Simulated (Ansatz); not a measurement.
MgB6. The state is a singlet with charge 0. Geometry relaxed at PBE0-D4/def2-SVP.

```tsv
atom	x (Å)	y (Å)	z (Å)
Mg1	-1.760	-2.447	-0.521
B2	-0.439	1.633	-0.054
B3	0.091	-1.469	-0.827
B4	0.807	-0.840	0.387
B5	0.680	2.267	0.764
B6	-0.284	0.124	-0.553
B7	0.905	0.732	0.804
```

The restricted singlet is unstable towards broken spin symmetry in Hartree–Fock (as tested in another run); at PBE0-D4/def2-SVP this wasn't settled. The structure comes from a short search, and lower isomers may exist.

(1) Estimate the harmonic wavenumbers at RKS PBE0-D4/def2-SVP (Ansatz, unscaled). Is this a minimum?

## Answers

(1) 11, 53, 199, 325, 381, 406, 506, 531, 654, 685, 856, 1088, 1224, 1333, 1343 cm⁻¹. Yes, no mode is imaginary beyond noise. Zero-point energy 57.4 kJ/mol. Hardware: 4 threads of Intel Xeon on a shared host. Wall time 70 s.
